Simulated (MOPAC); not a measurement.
MOPAC input (AM1):

```
AM1 PRECISE GNORM=0.05 LET XYZ CHARGE=-1 GEO-OK AUX(PRECISION=9) THREADS=1
H2BOSe

B    -0.69550610 1    0.84456933 1   -0.96910073 1
H    -1.34476674 1    0.15754573 1   -1.73723420 1
O    -0.52308448 1    2.08483335 1   -0.86299569 1
Se    0.23658860 1   -0.62929762 1    0.36130393 1
H     0.96296081 1    0.33705993 1    1.20236960 1
```

Question: What heat of formation does the run end on?

Answer: -107.51 kcal/mol.
